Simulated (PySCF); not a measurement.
TaOCl2, SMILES [O]=[Ta]([Cl])[Cl] (connectivity only; charge and spin as stated), neutral, multiplicity 2.

Geometry: B3LYP-D3(BJ)/def2-SVP. The multiplicity is an assumed one; other spin states were not compared. The isomer is the one that the SMILES or the coordinates give; other isomers of the formula were not compared. The def2 effective core potentials stand for the cores of Ta; spin–orbit coupling is left out.

These are B3LYP-D3(BJ)/def2-SVP in PySCF 2.14.0 values and carry that method's errors.

Frequencies are harmonic and unscaled.

Computed normal modes with their intensities:
```tsv
mode	ν (cm⁻¹)	IR (km/mol)	moving atoms (share of kinetic energy)
1	50	14.9	O 41 %, Cl 30 %, Ta 29 %
2	98	1.4	Cl 80 %, Ta 18 %
3	209	0.7	O 78 %, Cl 20 %
4	380	13.7	Cl 94 %
5	413	88.8	Cl 68 %, Ta 29 %
6	1007	137.7	O 92 %, Ta 8 %
```
